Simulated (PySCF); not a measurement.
Match the calculated data to a structure.

All candidates are CH9NSi2.

| technique | computed result |
| --- | --- |
| UV, strongest line | among the 10 lowest singlet transitions: S6 at 7.87 eV (158 nm, f = 0.233) [TDDFT wB97X-D/def2-SVPD] |
| NMR, other nuclei | isotropic shieldings of nuclei other than C and H, by class: 244 (1 N), 381 (1 Si), 465 (1 Si) ppm [GIAO KT3/pcSseg-2] |
| Polarisability | 79.9 au [wB97X-D/def2-SVPD] |
| 13C NMR | chemical shifts (computed TMS as zero) by class: -1.0 (1 C) ppm [GIAO KT3/pcSseg-2] |
| Rotational structure | rotational constants A, B, C: 5.413, 2.729, 2.055 GHz [PBE0-D3(BJ)/def2-SVP] |
| 1H NMR | chemical shifts (computed TMS as zero) by class: 5.42 (1 H), 3.27 (3 H), 0.40 (3 H), 0.10 (2 H) ppm [GIAO KT3/pcSseg-2] |
| XPS | Si2p3/2 106.2, Si2p3/2 106.4, C1s 290.1, N1s 404.5, Si1s 1845.9, Si1s 1846.2 eV [ΔSCF SCAN, pcX-2 on the ionised atom, pcseg-1 elsewhere, spin-free X2C, 2p3/2 from a spin–orbit splitting computed afterwards within the 2p shell] |

Electronic properties: PySCF, gas phase, density fitting. Levels stand in brackets. One conformer (not necessarily the lowest) at the PBE0-D3(BJ)/def2-SVP geometry, without solvent, vibrations or thermal averaging. Each NMR value is the plain mean over a class of atoms that symmetry, rotation or inversion makes alike.

Question: Which candidate is it?
A. `C[SiH2]N[SiH3]`
B. `C[SiH2][SiH2]N`
C. `CN[SiH2][SiH3]`
D. `C[Si@@H](N)[SiH3]`

Answer: D. It is `C[Si@@H](N)[SiH3]`. Numbering: `[CH3:1][Si@@H:2]([NH2:3])[SiH3:4]`. Its formula, CH9NSi2, gives 0 degrees of unsaturation, so no ring and no π bond. The one carbon: Si-methyl carbon [C1] (-1.0 ppm). Hydrogen classes from least to most shielded: 1 H on an SiH silicon, Si2 (5.42 ppm), 3 H on an SiH3 silicon, Si4 (3.27 ppm), 3 H on an Si-methyl carbon, C1 (0.40 ppm), 2 H on a silicon-bound nitrogen, N3 (0.10 ppm). The other shieldings belong to: 244 ppm, silicon-bound nitrogen [N3]; 381 ppm, SiH silicon [Si2]; 465 ppm, SiH3 silicon [Si4]. The core levels belong to: Si2p3/2 106.2 eV, SiH3 silicon [Si4]; Si2p3/2 106.4 eV, SiH silicon [Si2]; C1s 290.1 eV, Si-methyl carbon [C1]; N1s 404.5 eV, silicon-bound nitrogen [N3]; Si1s 1845.9 eV, SiH3 silicon [Si4]; Si1s 1846.2 eV, SiH silicon [Si2]. The optimised geometry has point group C1 and is an asymmetric top.

The others, at the same levels:
- `C[SiH2]N[SiH3]` fails: its computed core binding energies are Si2p3/2 106.8, Si2p3/2 107.0, C1s 290.1, N1s 404.1, Si1s 1846.6, Si1s 1846.8 eV, strongest line among the 10 lowest singlet transitions is S6 at 8.12 eV (153 nm, f = 0.058) (against S6 at 7.87 eV) and static isotropic polarisability is 75.2 au (against 79.9 au).
- `CN[SiH2][SiH3]` fails: its computed 13C shifts are 34.7 (1 C) ppm, core binding energies are Si2p3/2 106.3, Si2p3/2 106.5, C1s 291.7, N1s 404.4, Si1s 1846.0, Si1s 1846.4 eV and 1H shifts are 5.05 (2 H), 3.43 (3 H), 2.76 (3 H), -0.06 (1 H) ppm.
- `C[SiH2][SiH2]N` fails: its computed 13C shifts are -9.8 (1 C) ppm, 1H shifts are 4.96 (2 H), 3.82 (2 H), 0.20 (3 H), -0.16 (2 H) ppm and rotational constant A is 10.138 GHz (against 5.413 GHz).

Each candidate is one conformer, not necessarily the lowest. The conformers computed, where there is a choice (atom-mapped SMILES and torsion angles):
- `[CH3:1][Si@@H:2]([NH2:3])[SiH3:4]`: H–N3–Si2–C1 -54°, H–N3–Si2–C1 169°
- `[CH3:1][SiH2:2][NH:3][SiH3:4]`: C1–Si2–N3–Si4 -119°
- `[CH3:1][NH:2][SiH2:3][SiH3:4]`: C1–N2–Si3–Si4 -53°
- `[CH3:1][SiH2:2][SiH2:3][NH2:4]`: C1–Si2–Si3–N4 -168°, H–N4–Si3–Si2 50°, H–N4–Si3–Si2 -171°
